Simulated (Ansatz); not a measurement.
Isolated molecules relaxed with PBE0-D4/def2-TZVP in Ansatz; ΔE leaves out vibrations. CCSD(T)/CBS adds triple-zeta CCSD(T) − MP2 to the extrapolated MP2 energy (def2 sets, frozen cores). DFT in def2-TZVPP. B3LYP here is the variant with VWN-RPA as its local correlation; programs differ in this. Each species was taken in one conformer, which may not be the lowest.

Consider the isomerisation: `[SiH3]S[SiH]1CO1` → `O[Si]1(S)C[SiH2]1`.

| level | ΔE (kcal/mol) | difference from CCSD(T)/CBS |
| --- | --- | --- |
| PBE-D4 | -11.7 | -1.5 |
| r2SCAN-D4 | -11.0 | -0.8 |
| PBE0-D4 | -12.2 | -2.0 |
| B3LYP-D4 | -9.5 | 0.7 |
| ωB97X-V | -9.0 | 1.2 |
| ωB97M-V | -9.8 | 0.4 |
| B2PLYP | -9.0 | 1.2 |
| PBE | -11.4 | -1.2 |
| r2SCAN | -10.9 | -0.7 |
| PBE0 | -11.9 | -1.7 |
| B3LYP | -9.0 | 1.2 |
| HF/def2-TZVPP | -6.4 | 3.8 |
| MP2/def2-TZVPP | -9.7 | 0.5 |
| SCS-MP2/def2-TZVPP | -7.6 | 2.6 |
| CCSD/def2-TZVPP | -9.9 | 0.3 |
| CCSD(T)/def2-TZVPP | -10.0 | 0.2 |
| HF/def2-QZVPP | -6.1 | 4.1 |
| MP2/def2-QZVPP | -9.7 | 0.5 |
| SCS-MP2/def2-QZVPP | -7.6 | 2.6 |
| HF/CBS(def2) | -6.0 | 4.2 |
| MP2/CBS(def2) | -9.9 | 0.3 |
| CCSD/CBS(def2) | -10.1 | 0.1 |
| CCSD(T)/CBS | -10.2 | 0 |

Largest T1 diagnostic among the species: 0.013.

In def2-TZVPP, CCSD(T) changes the Hartree–Fock value by −3.6 kcal/mol (the triples alone add −0.1 kcal/mol) and MP2 by −3.3 kcal/mol.
